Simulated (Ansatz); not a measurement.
Loss of HBr: C2H4Br2 → C2H3Br + HBr

Species: C2H4Br2 (1,1-dibromoethane) `CC(Br)Br`, singlet; C2H3Br (vinyl bromide) `C=CBr`, singlet; HBr (hydrogen bromide), singlet. 

Shapes, held fixed at every level: PBE0-D4/def2-TZVP. Programs: Ansatz 0.2.0. The zero-point and thermal change to 298 K, harmonic and unscaled (PBE0-D4/def2-TZVP), is -16.6 kJ/mol.

**What was measured.** Tabulated heats of formation (Active Thermochemical Tables): C2H4Br2 -36.3; C2H3Br +73.7; HBr -35.9 kJ/mol, which give ΔH(298 K) = +74.1 kJ/mol.

| level | kind | ΔH (kJ/mol) | computed − measured | CPU time (all species) |
| --- | --- | --- | --- | --- |
| r2SCAN-D4/def2-TZVPP | meta-GGA | +76.0 | +1.9 | 30 s |
| B3LYP-D4/def2-TZVPP | global hybrid | +64.5 | -9.6 | 25 s |
| PBE0-D4/def2-TZVPP | global hybrid | +83.4 | +9.2 | 18 s |
| B2PLYP/def2-TZVPP | double hybrid | +62.0 | -12.2 | 31 s |
| CCSD(T)/def2-SVP | coupled cluster or CI | +59.7 | -14.4 | 39 s |
| CCSD/def2-TZVPP | coupled cluster or CI | +65.9 | -8.2 | – |
| CCSD(T)/def2-TZVPP | coupled cluster or CI | +68.6 | -5.6 | 10 min |

Nearest: r2SCAN-D4/def2-TZVPP (+1.9); farthest: CCSD(T)/def2-SVP (-14.4). 5 of 7 levels lie within 10 kJ/mol. Relativity is left out for Br unless named. Correlated rows may include outer-core shells of Br, which these sets cover unevenly. Times are processor times on shared x86 and Arm servers, and rough.
